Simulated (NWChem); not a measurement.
System: BHCl cation

```xyz
3

B      0.0000     0.0000    -1.1313
Cl     0.0000     0.0000     0.4684
H      0.0000     0.0000    -2.3068
```
Atoms are numbered in this order, from 1.

Results from NWChem. Pople sets run with spherical d functions. Geometry: optimised at B3LYP/6-31G* (spherical d).

What does the run give for TPSS/6-311G**? Quantities: highest occupied level (eV); orbital gap (eV).


```yaml
highest occupied level (eV): -17.33
orbital gap (eV): 7.19
```
